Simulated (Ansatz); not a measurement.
Species: dichloro(dimethoxy)silane, C$_{2}$H$_{6}$Cl$_{2}$O$_{2}$Si (charge 0, singlet). 
Coordinates optimised at B3LYP-D3(BJ)/def2-TZVP (Ansatz, a first-principles code):
```
Si
O 1 1.6100
C 2 1.4269 1 125.49
H 3 1.0882 2 107.39 1 -179.13
H 3 1.0914 4 109.40 2 120.13
H 3 1.0920 4 109.24 5 119.79
O 1 1.6168 2 109.90 3 -60.01
C 7 1.4243 1 126.57 2 177.87
H 8 1.0884 7 107.56 1 -178.70
H 8 1.0919 9 109.32 7 -120.29
H 8 1.0920 9 109.23 10 -119.59
Cl 1 2.0400 2 107.68 3 178.67
Cl 1 2.0591 2 110.84 3 60.32
```
Charge 0, spin multiplicity 1.

Property: vertical ionisation energy (to the doublet state of charge +1; each state is the SCF solution reached for its spin), in eV. Cores are frozen in the correlated levels unless marked. Open shells are spin-unrestricted. Spin-orbit coupling is left out. Non-relativistic. 

| level | program | vertical ionisation energy (eV) |
|---|---|---|
| r2SCAN/def2-TZVPD | Ansatz | 10.21 |
| PBE0/def2-TZVPD | Ansatz | 10.63 |
| BHLYP/def2-TZVPD | Ansatz | 11.06 |
| B2PLYP/def2-TZVPD | Ansatz | 11.06 |
| RI-MP2/aug-cc-pV(T+d)Z | Ansatz | 11.81 |
| CCSD(T)/aug-cc-pV(D+d)Z | Ansatz | 11.14 |
